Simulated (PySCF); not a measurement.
## Xe: ionisation energy

Xe [Xe] (1S) → Xe⁺ [Kr] 4d10 5s2 5p5 (2P), as a difference of total energies. All numbers are calculated (PySCF 2.14, scalar relativity by spin-free X2C-1e, in x2c-TZVPPall with one added diffuse shell each of s, p, d, f type (9s7p5d3f, 76 functions)). Correlated levels: valence: [Kr] 4d10 frozen. The calculations carry no spin-orbit coupling.

```tsv
method	ionisation energy (eV)
UHF	11.509
MP2 (valence)	12.291
SCS-MP2 (valence)	12.220
CCSD (valence)	12.208
CCSD(T) (valence)	12.248
```

How much does correlation contribute at CCSD(T) (valence)?

12.248 − (11.509) = 0.739 eV, measured against UHF.

Errors of the correlated levels include the incompleteness of this basis and the frozen core.

For comparison: 12.565 eV (measured; NIST levels, between the centres of gravity of the two terms).
